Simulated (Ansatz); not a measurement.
Molecule: SnH3 (charge -1, singlet). 
Coordinates optimised at B3LYP-D3(BJ)/def2-TZVP (Ansatz, a quantum-chemistry and plane-wave program):
```xyz
4

Sn     0.0013    -0.0015     0.0563
H     -1.5093    -0.2260    -0.9106
H      0.9387    -1.1367    -0.9925
H      0.5049     1.4390    -0.9125
```
Charge -1, spin multiplicity 1.

Basis-set convergence of Hartree-Fock and CCSD correlation energies (hartree) with Ansatz. Cores are frozen in the correlated levels unless marked. No spin-orbit coupling. Frozen are the shells of the preceding noble gas and the d and f shells that filled before the atom's block. Past Kr the def2 sets carry scalar-relativistic core potentials. This anion needs diffuse functions, which these sets lack.

| basis | functions | E(HF) | E(corr, CCSD) |
|---|---|---|---|
| def2-SVP | 41 | -215.06303 | -0.12997 |
| def2-TZVPP | 92 | -215.07649 | -0.15891 |
| def2-QZVPP | 172 | [?] | [?] |

Some entries are withheld; supply them.


- def2-QZVPP, E(HF): -215.07916
- def2-QZVPP, E(corr, CCSD): -0.16660
